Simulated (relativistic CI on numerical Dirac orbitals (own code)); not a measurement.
**Hyperfine structure of Pm58+, mass number 147**

Computed by Dirac-Coulomb-Breit CI, KLI orbitals optimised for each configuration, model QED, unscaled Slater integrals (own radial code, finite nucleus).

CI space (outside the closed core 1s2): 2s, 2p, 3s, 3p, 3d, 4s, 4p, 4d, 4f, 5s, 5p, 5d, 5f, 5g. Levels of other configurations are missing.

Nuclear spin I = 7/2, μ = 2.58 μN, Q = 0.74 b (tables of Stone and Pyykkö). The electronic factors are computed for point nuclear moments, without core polarisation or the Bohr-Weisskopf and QED corrections.

| Level | E (eV) | A (GHz) | B (GHz) |
| --- | --- | --- | --- |
| 2s 2S_1/2 | 0.00 | 7864 |  |
| 2p 2P°_1/2 | 143.00 | 2530 |  |
| 2p 2P°_3/2 | 777.71 | 348.3 | 679 |
| 3s 2S_1/2 | 7210.92 | 2334 |  |
| 3p 2P°_1/2 | 7250.08 | 772.7 |  |
| 3p 2P°_3/2 | 7438.92 | 106.8 | 212 |
| 3d 2D_3/2 | 7450.19 | 61.79 | 41.3 |
| 3d 2D_5/2 | 7506.28 | 25.09 | 52.5 |

Levels with J = 0, under 50 % of one LS term, or S terms without an open s electron are left out. Small factors come from cancelling terms and can be off by tens of per cent or more.

At this charge energies of transitions that change n are usually good to better than 1 %, and those within a shell (Δn = 0) to a few per cent.

Give the hyperfine levels of 2s 2S_1/2 relative to its centre of gravity.

With K = F(F + 1) − I(I + 1) − J(J + 1), E = AK/2: F = 3: -17690, F = 4: 13760 GHz.
